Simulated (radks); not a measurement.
La+, configuration [Xe] 5d2.

Method: Dirac Kohn-Sham, LDA (Slater exchange, Perdew-Wang correlation), spin-unpolarised, spherical densities, finite nucleus; open shells fill j = l - 1/2 first; Fermi nuclear charge, rms radius 4.855 fm; computed with a radial shooting solver on a logarithmic mesh with Libxc functionals.

Energy parts (eV):
part                      energy
total                 -231038.01
kinetic                247163.26
electron-nucleus      -562033.23
Hartree                 89202.03
exchange-correlation    -5370.07

Orbitals (lengths in bohr, moments of r in powers of bohr; r(max) is where P^2 peaks):
1s1/2: occ. 2; eigenvalue (eV) -38678.97; r(max) 0.01609; <1/r> 61.96
2s1/2: occ. 2; eigenvalue (eV) -6159.167; r(max) 0.09118; <1/r> 14.58
2p1/2: occ. 2; eigenvalue (eV) -5811.991; r(max) 0.06951; <1/r> 14.57
2p3/2: occ. 4; eigenvalue (eV) -5399.400; r(max) 0.07468; <1/r> 13.24
3s1/2: occ. 2; eigenvalue (eV) -1319.857; r(max) 0.2609; <1/r> 5.245
3p1/2: occ. 2; eigenvalue (eV) -1173.091; r(max) 0.2474; <1/r> 5.162
3p3/2: occ. 4; eigenvalue (eV) -1092.724; r(max) 0.2587; <1/r> 4.832
3d3/2: occ. 4; eigenvalue (eV) -834.5152; r(max) 0.2081; <1/r> 4.698
3d5/2: occ. 6; eigenvalue (eV) -817.3015; r(max) 0.2113; <1/r> 4.614
4s1/2: occ. 2; eigenvalue (eV) -269.1576; r(max) 0.6087; <1/r> 2.174
4p1/2: occ. 2; eigenvalue (eV) -215.1458; r(max) 0.6189; <1/r> 2.071
4p3/2: occ. 4; eigenvalue (eV) -197.9186; r(max) 0.6434; <1/r> 1.962
4d3/2: occ. 4; eigenvalue (eV) -109.1899; r(max) 0.6674; <1/r> 1.742
4d5/2: occ. 6; eigenvalue (eV) -106.2017; r(max) 0.6755; <1/r> 1.716
5s1/2: occ. 2; eigenvalue (eV) -42.8267; r(max) 1.406; <1/r> 0.8549
5p1/2: occ. 2; eigenvalue (eV) -28.1482; r(max) 1.541; <1/r> 0.7516
5p3/2: occ. 4; eigenvalue (eV) -25.6229; r(max) 1.610; <1/r> 0.7120
4f5/2: occ. 0; eigenvalue (eV) -8.5142; r(max) 0.7434; <1/r> 1.144
4f7/2: occ. 0; eigenvalue (eV) -8.2389; r(max) 0.7484; <1/r> 1.133
6s1/2: occ. 0; eigenvalue (eV) -7.6839; r(max) 3.651; <1/r> 0.3069
5d3/2: occ. 2; eigenvalue (eV) -7.4148; r(max) 2.237; <1/r> 0.4531
5d5/2: occ. 0; eigenvalue (eV) -7.2225; r(max) 2.277; <1/r> 0.4444
6p1/2: occ. 0; eigenvalue (eV) -5.0190; r(max) 4.440; <1/r> 0.2490
6p3/2: occ. 0; eigenvalue (eV) -4.7515; r(max) 4.634; <1/r> 0.2391
6d3/2: occ. 0; eigenvalue (eV) -1.9022; r(max) 7.859; <1/r> 0.1461
6d5/2: occ. 0; eigenvalue (eV) -1.8784; r(max) 7.961; <1/r> 0.1446

The highest occupied level is 5d3/2 at -7.415 eV. The configuration is held as typed, so some empty levels lie below it. The density falls to 0.001 e/bohr^3 at r = 4.41 bohr. The electron density at the nucleus is 3.502e+05 e/bohr^3. For comparison, the ionisation energy in NIST's Atomic Spectra Database is 11.185 eV (measured). In exact Kohn-Sham theory the highest level is minus the ionisation energy, but local and semilocal functionals leave it too shallow, through self-interaction and a potential that decays too fast; potentials with the right tail come closer. Summed over all electrons, <r^2> = 60.08 bohr^2, which gives a Langevin (diamagnetic) susceptibility term of -47.6 x 10^-6 cm^3/mol.

Beside tabulated values, note that spin-unpolarised runs miss the spin-polarisation part of the exchange energy of open shells.
